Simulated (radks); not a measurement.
Task: The table gives one normalised radial function P(r) = r R(r) of Bi16+ in [Kr] 4d10 4f14 5s2 5p5 (r in bohr). All-electron calculation, non-relativistic Kohn-Sham, LDA (Slater exchange, Perdew-Wang correlation), spin-unpolarised, spherical densities, point nucleus; relativity is left out, which matters for an element this heavy. Program: a radial shooting solver on a logarithmic mesh with Libxc functionals.

| r | P |
|---|---|
| 0.001188 | 0.0000 |
| 0.001547 | 0.0001 |
| 0.002015 | 0.0002 |
| 0.002645 | 0.0005 |
| 0.003444 | 0.0011 |
| 0.004521 | 0.0024 |
| 0.005886 | 0.0052 |
| 0.007726 | 0.0111 |
| 0.01006 | 0.0230 |
| 0.0131 | 0.0468 |
| 0.0172 | 0.0949 |
| 0.02239 | 0.1825 |
| 0.02939 | 0.3437 |
| 0.03827 | 0.6035 |
| 0.05023 | 1.0076 |
| 0.06541 | 1.5255 |
| 0.08517 | 2.0845 |
| 0.1118 | 2.5138 |
| 0.1456 | 2.5624 |
| 0.1911 | 2.1212 |
| 0.2488 | 1.3731 |
| 0.3266 | 0.6358 |
| 0.4252 | 0.2047 |
| 0.5537 | 0.0412 |
| 0.7268 | 0.0043 |
| 0.9464 | 0.0002 |
| 1.242 | 0.0000 |
| 1.617 | 0.0000 |
| 2.123 | 0.0000 |
| 2.765 | 0.0000 |

Which n and l does it have? It may be an empty orbital.

Result: n = 3, l = 2: the number of nodes gives n - l - 1 = 0, the rise at small r (about r^(l+1)) gives l, and the extent must fit the shell. The curve is that of 3d. 3d: eigenvalue -2929.5 eV, 0 radial nodes, <r> = 0.159 bohr, 90 % of the charge inside 0.246 bohr.
